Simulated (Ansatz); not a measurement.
Species: GeH2 (charge 0, triplet). This is an excited triplet: at this geometry the singlet lies 0.53 eV lower at CCSD(T)/CBS(aug-cc-pVTZ,aug-cc-pVQZ). 
Coordinates optimised at B3LYP-D3(BJ)/def2-TZVP (Ansatz, a program for electronic structure):
```
Ge
H 1 1.5473
H 1 1.5473 2 119.66
```
Charge 0, spin multiplicity 3.

Basis-set convergence of Hartree-Fock and MP2 correlation energies (hartree) with Ansatz. Valence correlation only, unless marked. Open shells are spin-unrestricted. No spin-orbit coupling. Frozen are the shells of the preceding noble gas and the d and f shells that filled before the atom's block. No relativistic terms.

```
basis        functions        E(HF)  E(corr, MP2)
-----------  ---------  -----------  ------------
def2-SVPD           54  -2076.19849      -0.07292
def2-TZVPPD         88  -2076.46225      -0.08671
def2-QZVPPD        161  -2076.50444      -0.09223
```

Extrapolating the two largest sets (X = 3 and 4) as X^-3: E(corr) = (64·(-0.09223) - 27·(-0.08671))/37 = -0.0963 Eh, an estimate of the basis-set limit. The largest set recovers 95.8 % of it, the smallest 75.8 %.
